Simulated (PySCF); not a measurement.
Job for PySCF: R-M06-2X/def2-TZVPPD on SO2 (SMILES O=S=O).

```python
from pyscf import gto, dft

mol = gto.M(
    atom='''
    O    -1.17500436   -0.65455049    3.17745050
    S     0.17728022   -0.17179924    3.29820406
    O     0.37704918    1.24950070    3.42586536
    ''',
    basis='def2-tzvppd',
    charge=0, spin=0, verbose=4, max_memory=1800)
mf = dft.RKS(mol, xc='m062x').density_fit(auxbasis='def2-universal-jkfit')
mf.grids.level = 4
mf.conv_tol = 1e-9
mf.max_cycle = 150
mf.kernel()
mf.dip_moment()
```

Program output:

```
PySCF version 2.14.0

[INPUT] verbose = 4
[INPUT] num. atoms = 3
[INPUT] num. electrons = 32
[INPUT] charge = 0
[INPUT] spin (= nelec alpha-beta = 2S) = 0
[INPUT] symmetry False subgroup None
[INPUT] Mole.unit = angstrom
[INPUT] Symbol           X                Y                Z      unit          X                Y                Z       unit  Magmom
[INPUT]  1 O     -1.175004360000  -0.654550490000   3.177450500000 AA   -2.220436435570  -1.236921160800   6.004511219362 Bohr   0.0
[INPUT]  2 S      0.177280220000  -0.171799240000   3.298204060000 AA    0.335011063103  -0.324653512008   6.232702376329 Bohr   0.0
[INPUT]  3 O      0.377049180000   1.249500700000   3.425865360000 AA    0.712519685692   2.361214115452   6.473947270034 Bohr   0.0

nuclear repulsion = 107.731728404157
number of shells = 45
number of NR pGTOs = 182
number of NR cGTOs = 131
basis = def2-tzvppd
ecp = {}


******** <class 'pyscf.df.df_jk.DFRKS'> ********
method = DFRKS
initial guess = minao
damping factor = 0
level_shift factor = 0
DIIS = <class 'pyscf.scf.diis.CDIIS'>
diis_start_cycle = 1
diis_space = 8
diis_damp = 0
SCF conv_tol = 1e-09
SCF conv_tol_grad = None
SCF max_cycles = 150
direct_scf = False
XC library pyscf.dft.libxc version 7.1.2
    S. Lehtola, C. Steigemann, M. J. T. Oliveira, and M. A. L. Marques,  SoftwareX 7, 1–5 (2018)
XC functionals = m062x
    Y. Zhao and D. G. Truhlar,  Theor. Chem. Acc. 120, 215 (2008)
    Y. Zhao and D. G. Truhlar,  Theor. Chem. Acc. 120, 215 (2008)
radial grids:
    Treutler-Ahlrichs [JCP 102, 346 (1995); DOI:10.1063/1.469408] (M4) radial grids

becke partition: Becke, JCP 88, 2547 (1988); DOI:10.1063/1.454033
pruning grids: <function nwchem_prune>
grids dens level: 4
symmetrized grids: False
atomic radii adjust function: <function treutler_atomic_radii_adjust>
small_rho_cutoff = 0
Set gradient conv threshold to 3.16228e-05
Initial guess from minao.
tot grids = 85216
******** <class 'pyscf.df.df.DF'> ********
auxbasis = def2-universal-jkfit
init E= -549.268988175549
  HOMO = -0.355764480266949  LUMO = -0.162047779460096  gap/eV = 5.27130
cycle= 1 E= -548.476637222103  delta_E= 0.792  |g|= 0.888  |ddm|= 1.74
  HOMO = -0.346425879408791  LUMO = -0.105659494844886  gap/eV = 6.55159
cycle= 2 E= -548.273623823446  delta_E= 0.203  |g|= 1.42  |ddm|= 1.27
  HOMO = -0.413473038232002  LUMO = -0.102681651471485  gap/eV = 8.45706
cycle= 3 E= -548.628669659455  delta_E= -0.355  |g|= 0.0419  |ddm|= 0.736
  HOMO = -0.409170126615701  LUMO = -0.0920810223455604  gap/eV = 8.62843
cycle= 4 E= -548.628985204707  delta_E= -0.000316  |g|= 0.0153  |ddm|= 0.0539
  HOMO = -0.411672440632869  LUMO = -0.0929176195246697  gap/eV = 8.67376
cycle= 5 E= -548.629032875943  delta_E= -4.77e-05  |g|= 0.00215  |ddm|= 0.00938
  HOMO = -0.411332978127301  LUMO = -0.0924627297333487  gap/eV = 8.67690
cycle= 6 E= -548.629034858614  delta_E= -1.98e-06  |g|= 0.000614  |ddm|= 0.00317
  HOMO = -0.411476014542972  LUMO = -0.0925687498888053  gap/eV = 8.67791
cycle= 7 E= -548.629035018444  delta_E= -1.6e-07  |g|= 0.000159  |ddm|= 0.000668
  HOMO = -0.411468981860056  LUMO = -0.0925491364911082  gap/eV = 8.67825
cycle= 8 E= -548.629035027676  delta_E= -9.23e-09  |g|= 5.68e-05  |ddm|= 0.000179
  HOMO = -0.411470020231532  LUMO = -0.0925478009341276  gap/eV = 8.67832
cycle= 9 E= -548.629035027851  delta_E= -1.75e-10  |g|= 5.53e-05  |ddm|= 5.34e-05
  HOMO = -0.41147035887391  LUMO = -0.0925472096340911  gap/eV = 8.67834
cycle= 10 E= -548.629035028422  delta_E= -5.71e-10  |g|= 4.77e-06  |ddm|= 2.86e-05
  HOMO = -0.411470122119769  LUMO = -0.0925468862492949  gap/eV = 8.67834
Extra cycle  E= -548.629035028423  delta_E= -1.25e-12  |g|= 6.53e-06  |ddm|= 6.63e-06
converged SCF energy = -548.629035028423
Dipole moment(X, Y, Z, Debye):  1.45387, -1.18397, -0.00872
```

The run converged.

Cost: around 8 core-seconds (rough).
